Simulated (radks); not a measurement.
All-electron atom: the ruthenium ion Ru2+ in [Ar] 3d10 4p6 4d6 5p2 (not the ground configuration). All-electron calculation, Dirac Kohn-Sham, PBE, spin-unpolarised, spherical densities, finite nucleus; open shells are shared between the two j in proportion to 2j + 1; Fermi nuclear charge, rms radius 4.4809 fm. Program: a radial shooting solver on a logarithmic mesh with Libxc functionals. Some entries of the table are withheld. Estimate them.

| orbital | occ. | eigenvalue (Ry) | <1/r> (bohr^-1) | <r> (bohr) |
|---|---|---|---|---|
| 1s1/2 | 2 | -1614.615 | 45.88 | 0.03344 |
| 2s1/2 | 2 | -234.6637 | 10.49 | 0.1453 |
| 2p1/2 | 2 | -217.0710 | (1) | 0.1236 |
| 2p3/2 | 4 | -207.4456 | (2) | 0.1284 |
| 3s1/2 | 2 | -43.77256 | 3.627 | 0.4022 |
| 3p1/2 | 2 | (3) | 3.529 | 0.3953 |
| 3p3/2 | 4 | (4) | 3.396 | 0.4059 |
| 3d3/2 | 4 | -23.22227 | 3.220 | 0.3814 |
| 3d5/2 | 6 | -22.90337 | 3.185 | 0.3849 |
| 4s1/2 | 0 | -8.22686 | 1.384 | 0.9954 |
| 4p1/2 | 2 | -6.13352 | 1.275 | 1.066 |
| 4p3/2 | 4 | -5.86221 | 1.236 | 1.092 |
| 4d3/2 | 2.4 | -2.65360 | 0.9778 | 1.354 |
| 4d5/2 | 3.6 | -2.61851 | 0.9688 | 1.365 |
| 5p1/2 | 0.666667 | -1.29864 | 0.4436 | 2.907 |
| 5p3/2 | 1.33333 | -1.26343 | 0.4327 | 2.971 |
| 5d3/2 | 0 | -0.66994 | 0.3017 | 4.247 |
| 5d5/2 | 0 | -0.66632 | 0.3003 | 4.268 |
| 4f5/2 | 0 | -0.41622 | 0.2664 | 4.676 |
| 4f7/2 | 0 | -0.41610 | 0.2661 | 4.678 |

Answer. 
(1) 2p1/2 <1/r> (bohr^-1): 10.47
(2) 2p3/2 <1/r> (bohr^-1): 9.921
(3) 3p1/2 eigenvalue (Ry): -36.94440
(4) 3p3/2 eigenvalue (Ry): -35.30895
